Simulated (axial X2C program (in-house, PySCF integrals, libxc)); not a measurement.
Which molecule has these constants?

Calculated with an in-house relativistic program for diatomic molecules, spin-free (one-electron X2C) or two-component (2c: spin–orbit coupling with atomic mean-field Coulomb and Gaunt terms, which also bring small scalar terms), in Dyall basis sets with cores contracted in-house; open shells are unrestricted.

A two-component CCSD(T) calculation in a Dyall 3-zeta basis gave Re = 3.292 Å, ωe = 240.5 cm⁻¹, De = 1.19 eV, Ω = 0.

Task: Which molecule is it?
A. LiCa⁺
B. LiZn⁺
C. LiSe⁺
D. LiK⁺
E. LiMn⁺

Result: A. The others have LiSe⁺ 2.616 Å and 305.1 cm⁻¹ (Ω = 1); LiMn⁺ 2.913 Å and 254.7 cm⁻¹ (Ω = 5/2); LiK⁺ 3.877 Å and 153.3 cm⁻¹ (Ω = 1/2); LiZn⁺ 2.718 Å and 246.3 cm⁻¹ (Ω = 0).

Frozen shells (counts by l): LiCa⁺ Ca 2s1p, Li 1s, 10 electrons correlated; LiSe⁺ Se 3s2p1d, Li 1s, 6 electrons correlated; LiMn⁺ Mn 3s2p, Li 1s, 7 electrons correlated; LiK⁺ K 2s1p, Li 1s, 9 electrons correlated; LiZn⁺ Zn 3s2p, Li 1s, 12 electrons correlated. Coupled cluster in natural virtuals with an MP2 remainder. Where the outer core of a metal is frozen, bonds come out longer and ionisation energies lower.

Each entry is the lowest single determinant of a limited PBE0 search at one distance. De goes to single-determinant-based atoms at the same level (for ions the charge split of lowest energy) and is withheld (n/a) where an atom does not fit its ground term or J level. Main or longest-lived isotopes. One determinant is a doubtful description, or other states lie close, for LiSe⁺, LiMn⁺; these need not be ground states, and all values refer to the states named. Some open-shell Ω = 0 determinants are out of reach, so the Ω given for LiSe⁺ need not be the lowest component. With several unpaired electrons the Ω given is that of one determinant, not necessarily of the lowest component.
